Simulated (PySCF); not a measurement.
Job for PySCF: R-MP2/6-31G* on H2 (SMILES [H][H]) with ghost functions, monomers drawn apart or pushed together.

```python
from pyscf import gto, scf, dft, mp
from pyscf.data.elements import chemcore

mol = gto.M(
    atom='''
    H    -0.25290680    0.21984943    3.44481350
    H    -0.00655037   -0.35778614    3.04587417
    ghost-H    0.01918998    0.21921854   -0.28211616
    ghost-H    0.18702023   -0.10958982   -0.92801742
    ''',
    basis='6-31g*',
    cart=True,
    charge=0, spin=0, verbose=3, max_memory=1800)
mf = scf.RHF(mol)
mf.conv_tol = 1e-8
mf.max_cycle = 100
mf.kernel()
if not mf.converged:
    mf = mf.newton().run(mf.mo_coeff, mf.mo_occ)
pt = mp.MP2(mf, frozen=chemcore(mol)).run()
```

Task: What total energy does the run end on?

Result: -1.1441 hartree.
